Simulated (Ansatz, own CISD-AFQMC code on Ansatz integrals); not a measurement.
CH4Si, SMILES `C[SiH]` (lower singlet) (charge 0, multiplicity 1). This singlet lies 0.99 eV below the relaxed triplet at the level frozen-core CCSD(T)/cc-pVTZ // B3LYP-D3(BJ)/def2-TZVP (Ansatz).

Cartesian coordinates (Å):
SMILES: C[SiH]
```xyz
6

C     -0.5227    -0.0870    -0.0315
Si     1.2571    -0.7185    -0.2526
H     -0.6754     0.8109    -0.6430
H     -1.2824    -0.8236    -0.2923
H     -0.6796     0.2326     1.0060
H      1.9031     0.5855     0.2134
```
Charge 0, multiplicity 1.

Frozen-core correlation energies in cc-pVDZ at a geometry from B3LYP-D3(BJ)/def2-TZVP, on an HF energy of -329.06616 Ha (<S^2> = 0.00, restricted and unstable towards unrestricted orbitals). Wave-function levels are from Ansatz, the walk from an own CISD-AFQMC code on Ansatz integrals (time step 0.005/Ha, trial state from CCSD amplitudes, largest double 0.11).

```
level     correlation energy (mHa)
--------  ------------------------
MP2                         -232.4
CCSD                        -272.0
CCSD(T)                     -279.2
CCSDT(Q)                    -280.5
```

**Question.** What correlation energy does phaseless AFQMC give, and where does it lie among these levels?

**Answer.** -280.0 ± 0.3 mHa (one standard error). AFQMC minus each level: MP2 -47.6 mHa, CCSD -7.9 mHa, CCSD(T) -0.7 mHa, CCSDT(Q) +0.6 mHa.
